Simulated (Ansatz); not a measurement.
```yaml
crystal:
  periodic: [false, false, false]
  atoms:
    - {symbol: C, position_ang: [-0.499031, -0.530091, 0.866468]}
    - {symbol: O, position_ang: [-0.172596, 0.127978, 0.153915]}
    - {symbol: Sc, position_ang: [0.018228, 0.904019, -1.400052]}
    - {symbol: Cl, position_ang: [-0.236849, -0.073773, -3.411255]}
    - {symbol: Cl, position_ang: [1.557819, 2.538928, -1.370039]}
    - {symbol: H, position_ang: [-1.215048, 0.232759, 1.511486]}
    - {symbol: H, position_ang: [0.667798, -0.840225, 1.785730]}
    - {symbol: H, position_ang: [-0.807318, -1.540337, 1.030588]}
basis:
  gaussian: {orbitals: pcseg-2}
hamiltonian: {xc: {name: RPBE}}
accuracy: high
relax: {f_tol: 0.001, max_steps: 3}
output: {forces: true}
```

```sh
$ ansatz run in.yaml --threads 4 --pin off --events-out ev --progress --plain --max-ram 10444MiB
```

It prints (some lines left out):

```
Functional definition: RPBE
4374 factors; integrals over basis functions are off by at most 2.6e-9 eV
mean field evaluation 1: about -48860.9427 eV, gradient 8.8e1 eV
mean field evaluation 2: about -48698.8856 eV, gradient 2.7e2 eV
mean field evaluation 4: about -48848.3544 eV, gradient 1.2e2 eV
mean field evaluation 8: about -48875.7570 eV, gradient 4.7e-1 eV
mean field evaluation 16: about -48875.7535 eV, gradient 2.6e-4 eV
mean field -48875.75349533 eV, -1796.1508117777 hartree, gradient 3.6e-8 eV, S^2 0.000000; 0 other end points of the search recorded, 0 dependent functions left out
reference -48875.75349951 eV, -1796.1508119315 hartree; 36, 36 occupied and 190, 190 virtual orbitals, 4374 factors
relax step   1: F+E_penalty+E_count = -48875.75349533 eV  Δ(F+E_penalty+E_count) = +0.000e0 eV  max|allowed force component| = 3.217e1 eV/Å  Δτ_max = 0.0000 Å  (36 SCF iters, accepted)
4379 factors; integrals over basis functions are off by at most 2.8e-9 eV
mean field evaluation 32: about -48881.7598 eV, gradient 2.3e-4 eV
mean field -48881.75978685 eV, -1796.3715389201 hartree, gradient 2.7e-8 eV, S^2 0.000000; 0 other end points of the search recorded, 0 dependent functions left out
reference -48881.75979124 eV, -1796.3715390811 hartree; 36, 36 occupied and 190, 190 virtual orbitals, 4379 factors
relax step   2: F+E_penalty+E_count = -48881.75978685 eV  Δ(F+E_penalty+E_count) = -6.006e0 eV  max|allowed force component| = 9.323e0 eV/Å  Δτ_max = 0.1914 Å  (46 SCF iters, accepted)
4398 factors; integrals over basis functions are off by at most 3.6e-9 eV
mean field -48882.93858250 eV, -1796.4148588612 hartree, gradient 1.3e-8 eV, S^2 0.000000; 0 other end points of the search recorded, 0 dependent functions left out
reference -48882.93858719 eV, -1796.4148590332 hartree; 36, 36 occupied and 190, 190 virtual orbitals, 4398 factors
relax step   3: F+E_penalty+E_count = -48882.93858250 eV  Δ(F+E_penalty+E_count) = -1.179e0 eV  max|allowed force component| = 3.939e0 eV/Å  Δτ_max = 0.2000 Å  (50 SCF iters, accepted)
Error: geometry relaxation did not converge after 3 steps: max|allowed force component| = 3.94e0 eV/Å (threshold 1.0e-3). Raise `relax.max_steps` over both its present limit and 3, loosen `relax.f_tol`, or start from a geometry closer to equilibrium. Where this run's directory can be resumed (`checkpoint.write`), a resume goes on for up to `relax.max_steps` more
```

In this input the relaxation is allowed too few steps for its threshold. No converged result was reached.
